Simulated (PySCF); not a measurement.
Ge(Br)(Me)2(Et), SMILES C[CH2][Ge]([CH3])([CH3])[Br] (C4H11BrGe) (GFN2-xTB optimised geometry):

```
17

C     -2.129     1.077     0.080
C     -0.610     1.073     0.000
Ge     0.182    -0.775     0.000
C      2.177    -0.775     0.000
C     -0.583    -1.983    -1.389
Br    -0.433    -1.724     2.026
H     -2.508     2.097     0.101
H     -2.469     0.570     0.983
H     -2.564     0.570    -0.781
H     -0.192     1.626     0.843
H     -0.280     1.576    -0.910
H      2.552    -0.354    -0.928
H      2.557    -1.790     0.096
H      2.564    -0.186     0.828
H     -1.655    -2.097    -1.255
H     -0.399    -1.577    -2.380
H     -0.125    -2.967    -1.329
```

Calculation: PBE0/def2-SVP run with PySCF.

Problem. What are the frontier orbital energies and the dipole moment?

Solution. HOMO-2 -8.51 eV, HOMO-1 -7.58 eV, HOMO -7.51 eV, LUMO 0.80 eV, LUMO+1 1.26 eV; dipole moment 2.75 D.

On the same geometry PBE/def2-SVP in PySCF 2.14.0 gives HOMO-2 -7.17 eV, HOMO-1 -6.27 eV, HOMO -6.22 eV, LUMO -0.12 eV, LUMO+1 0.41 eV; dipole moment 2.62 D.

Meta-Löwdin charges at PBE0/def2-SVP: C1 -0.29, C2 -0.36, Ge3 0.76, C4 -0.50, C5 -0.51, Br6 -0.32, H7 0.10, H8 0.11, H9 0.10, H10 0.11, H11 0.10, H12 0.11, H13 0.12, H14 0.12, H15 0.12, H16 0.11, H17 0.12.
